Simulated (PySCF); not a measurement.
Pb(NH2)2: from a saddle point downhill

PySCF 2.14.0, RKS PBE0, Pb def2-SVP with ECP60, N def2-SVP, H def2-SVP; non-relativistic Hamiltonian with scalar-relativistic core potentials where named; density fitting; no spin-orbit coupling. Relaxed within the symmetry of its start, the geometry (C2v) is

```xyz
7

Pb    0.0000    0.0000   -0.1962
N     1.7326    0.0000    1.1937
H     1.6722   -0.8035    1.8283
H     1.6722    0.8035    1.8283
N    -1.7326    0.0000    1.1937
H    -1.6722    0.8035    1.8283
H    -1.6722   -0.8035    1.8283
```

and its lowest harmonic modes are -444, -333, 159, 455, 481, 560 cm⁻¹ (negative: unstable). It was moved along the lowest mode and relaxed again, within the group C2 that the move left.

Q: Where does it end, and how much lower?

A: In C2, nearly planar, 0.813 eV lower, after 20 steps:
```xyz
7

Pb    0.0000    0.0000   -0.1240
N     1.5347    0.2267    1.3481
H     1.3764    0.2946    2.3490
H     2.4815    0.5100    1.1170
N    -1.5347   -0.2267    1.3481
H    -1.3764   -0.2946    2.3490
H    -2.4815   -0.5100    1.1170
```

Q: How do the contacts change?

A: 
```tsv
contact	saddle (Å)	end (Å)
Pb1–N2 (NH2)	2.221	2.139
Pb1–N5 (NH2)	2.221	2.139
```


Q: Is the end a minimum?

A: Yes; lowest modes 73, 168, 193, 308, 396, 537 cm⁻¹.

State: singlet.
